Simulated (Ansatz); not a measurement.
Coupled-cluster diagnostics for the cluster Pb2O3, Ansatz.

Geometry of the singlet (PBE-D4/def2-SVP):

Cartesian coordinates in Å:
```
Pb -0.0557 1.7401 -0.4498
Pb 1.3711 -1.0697 0.4564
O 1.2434 0.9807 1.0825
O -1.7432 -1.1631 -0.8603
O -0.8155 -0.4880 -0.2288
```

In the def2 sets Pb takes a core potential; there is no spin–orbit coupling. Correlated methods freeze 11 core orbitals; core or outer-core shells of Pb are correlated, in sets that lack core-valence functions. The structure holds 1 bond(s) between oxygen atoms. Another isomer (singlet) lies 1.96 eV lower at PBE0-D4/def2-TZVP; other spin states weren't run for this one.

(1) Estimate the CCSD(T) correlation energy, the shares of MP2 and (T), T1 and the reference's ⟨S²⟩ for: charge 0, singlet, own geometry in def2-TZVPP; and the rough time on 4 threads of Arm Neoverse V2 on a shared host.

Answers

(1) 
| state | basis | correlation (eV) | MP2 share (%) | (T) share (%) | T1 | ⟨S²⟩ (pure) | wall time | remarks |
| --- | --- | --- | --- | --- | --- | --- | --- | --- |
| charge 0, singlet, own geometry | def2-TZVPP | -41.945 | 100.7 | 5.1 | 0.059 | 0.00 (0.00) | 2.4 min | large T1, restricted SCF unstable |
Customary marks for T1 are 0.02 (closed shells), 0.045 (open shells) and about 0.05 (3d metals). T1 exceeds 0.02 in 1 of 1 rows and 0.045 in 1; the higher it lies, the less the single-reference result can be trusted.
